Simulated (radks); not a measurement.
Results of a calculation; reference values are marked as such.
Effect of the nuclear size on neutral platinum, [Xe] 4f14 5d9 6s1. Level of theory: Dirac Kohn-Sham, exchange-only LDA, spin-unpolarised, spherical densities, finite nucleus; open shells are shared between the two j in proportion to 2j + 1; Fermi nuclear charge, rms radius 5.427 fm (a radial shooting solver on a logarithmic mesh with Libxc functionals). The rms radius is varied about that value; shifts are against it.

[
 {"rms radius (fm)": "4.5967", "total energy shift (eV)": "-25.0", "density at nucleus (e/bohr^3)": "2.097e+06", "1s1/2 shift (meV)": "-10000", "2s1/2 shift (meV)": "-1470", "5s1/2 shift (meV)": "-16.1", "5p1/2 shift (meV)": "0.047", "6s1/2 shift (meV)": "-1.16", "5d5/2 shift (meV)": "0.463", "6p1/2 (empty) shift (meV)": "0.133"},
 {"rms radius (fm)": "5.2208", "total energy shift (eV)": "-6.44", "density at nucleus (e/bohr^3)": "1.996e+06", "1s1/2 shift (meV)": "-2590", "2s1/2 shift (meV)": "-379", "5s1/2 shift (meV)": "-4.15", "5p1/2 shift (meV)": "0.012", "6s1/2 shift (meV)": "-0.298", "5d5/2 shift (meV)": "0.119", "6p1/2 (empty) shift (meV)": "0.034"},
 {"rms radius (fm)": "5.427", "total energy shift (eV)": "0", "density at nucleus (e/bohr^3)": "1.966e+06", "1s1/2 shift (meV)": "0.000", "2s1/2 shift (meV)": "0.000", "5s1/2 shift (meV)": "0.000", "5p1/2 shift (meV)": "0.000", "6s1/2 shift (meV)": "0.000", "5d5/2 shift (meV)": "0.000", "6p1/2 (empty) shift (meV)": "0.000"},
 {"rms radius (fm)": "5.9588", "total energy shift (eV)": "17.3", "density at nucleus (e/bohr^3)": "1.896e+06", "1s1/2 shift (meV)": "6960", "2s1/2 shift (meV)": "1020", "5s1/2 shift (meV)": "11.1", "5p1/2 shift (meV)": "-0.031", "6s1/2 shift (meV)": "0.800", "5d5/2 shift (meV)": "-0.321", "6p1/2 (empty) shift (meV)": "-0.092"},
 {"rms radius (fm)": "6.7458", "total energy shift (eV)": "44.7", "density at nucleus (e/bohr^3)": "1.806e+06", "1s1/2 shift (meV)": "18000", "2s1/2 shift (meV)": "2630", "5s1/2 shift (meV)": "28.8", "5p1/2 shift (meV)": "-0.076", "6s1/2 shift (meV)": "2.07", "5d5/2 shift (meV)": "-0.828", "6p1/2 (empty) shift (meV)": "-0.239"}
]

Slopes of the eigenvalues against <r^2> in GHz/fm^2, as finite differences over the two radii next to the reference (eigenvalue slopes, not the field-shift constants of lines): 1s1/2 280000, 2s1/2 40900, 5s1/2 448, 5p1/2 -1.24, 6s1/2 32.2, 5d5/2 -12.9, 6p1/2 (empty) -3.72.
